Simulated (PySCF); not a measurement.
LDA on B (boron, neutral), [He] 2s2 3d1, 2D determinant (an excited configuration). Computed with PySCF 2.14 in aug-cc-pCVQZ-DK, with scalar relativity by spin-free X2C-1e.

```
cycle= 1 E= -24.0930771405696  delta_E= -0.00456  |g|= 0.0256  |ddm|= 0.62
cycle= 2 E= -24.0931171547559  delta_E= -4e-05  |g|= 0.0035  |ddm|= 0.095
cycle= 3 E= -24.0931182196438  delta_E= -1.06e-06  |g|= 0.000123  |ddm|= 0.00932
cycle= 4 E= -24.0931182284993  delta_E= -8.86e-09  |g|= 1.01e-05  |ddm|= 0.000392
cycle= 5 E= -24.0931182286062  delta_E= -1.07e-10  |g|= 2.22e-07  |ddm|= 5.6e-05
converged SCF energy = -24.0931182286062  <S^2> = 0.75007766  2S+1 = 2.0000777
```

Highest occupied orbital energy: 0.206 eV; ⟨L²⟩ = 6.00; populations by l: s 4.00, p 0.00, d 1.00, f 0.00.

(1) Can this result be used?

## Answers

(1) Not for this state. The run converged. The outer electron is Rydberg-like, and this basis confines it to a smaller radius and binds it less than a complete one would. At LDA the highest occupied level has a positive energy, so only the finite basis holds that electron; for this excited configuration the basis is too tight for the outer shell.
